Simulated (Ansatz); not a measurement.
Consider the ligand exchange at the Sn–Se bond: `[F][SnH]([Cl])[SeH]` + CH₃NH₂ → `C[NH][SnH]([F])[Cl]` + H₂Se.

Isolated molecules relaxed with PBE0-D4/def2-TZVP in Ansatz; ΔE leaves out vibrations. CBS: MP2 limit from def2 TZ/QZ plus the TZ coupled-cluster correction, frozen cores. Functionals use def2-TZVPP. B3LYP here is the variant with VWN-RPA as its local correlation; programs differ in this. HSE06 is defined as in plane-wave codes. Elements past krypton have def2 core potentials. For Se, Sn outer-core shells are correlated without core-valence functions, which leaves a few kJ/mol of doubt a bond. Scalar relativity is left out up to krypton. Each species was taken in one conformer, which may not be the lowest.

| level | ΔE (kcal/mol) | difference from CCSD(T)/CBS |
| --- | --- | --- |
| LDA (SPW92) | 17.5 | 0.1 |
| PBE-D4 | 18.6 | 1.2 |
| revPBE-D4 | 17.9 | 0.5 |
| BLYP-D4 | 17.4 | 0.0 |
| B97M-V | 17.4 | 0.0 |
| PBE0-D4 | 19.1 | 1.7 |
| B3LYP-D4 | 18.1 | 0.7 |
| r2SCAN0-D4 | 18.9 | 1.5 |
| HSE06-D4 | 19.2 | 1.8 |
| BHLYP-D4 | 18.8 | 1.4 |
| CAM-B3LYP-D4 | 16.9 | -0.5 |
| ωB97X-V | 16.9 | -0.5 |
| ωB97M-V | 17.6 | 0.2 |
| PBE-QIDH | 18.4 | 1.0 |
| revPBE | 19.4 | 2.0 |
| BLYP | 18.3 | 0.9 |
| r2SCAN | 18.4 | 1.0 |
| PBE0 | 19.5 | 2.1 |
| B3LYP | 18.7 | 1.3 |
| r2SCANh | 18.7 | 1.3 |
| HSE06 | 19.5 | 2.1 |
| BHLYP | 18.8 | 1.4 |
| CAM-B3LYP | 17.2 | -0.2 |
| LC-ωPBE | 17.3 | -0.1 |
| RPA@PBE/def2-TZVPP | 14.7 | -2.7 |
| HF/def2-SVP | 19.0 | 1.6 |
| MP2/def2-SVP | 16.4 | -1.0 |
| CCSD/def2-SVP | 16.3 | -1.1 |
| CCSD(T)/def2-SVP | 16.0 | -1.4 |
| HF/def2-TZVPP | 18.9 | 1.5 |
| MP2/def2-TZVPP | 16.5 | -0.9 |
| SCS-MP2/def2-TZVPP | 16.1 | -1.3 |
| CCSD/def2-TZVPP | 16.1 | -1.3 |
| CCSD(T)/def2-TZVPP | 15.8 | -1.6 |
| HF/def2-QZVPP | 18.9 | 1.5 |
| MP2/def2-QZVPP | 17.4 | 0.0 |
| SCS-MP2/def2-QZVPP | 16.9 | -0.5 |
| HF/CBS(def2) | 18.9 | 1.5 |
| MP2/CBS(def2) | 18.1 | 0.7 |
| CCSD/CBS(def2) | 17.7 | 0.3 |
| CCSD(T)/CBS | 17.4 | 0 |

Largest T1 diagnostic among the species: 0.013.

From r2SCAN to r2SCAN0 (25 % exact exchange), in def2-TZVPP and without D4, ΔE moves by +0.7 kcal/mol. At CCSD(T), def2-SVP lies −1.4 kcal/mol from the extrapolated value and def2-TZVPP −1.6 kcal/mol.

CCSD(T)/CBS has its own doubt, a few kJ/mol and more with outer-core shells, so smaller differences from it don't rank the levels.
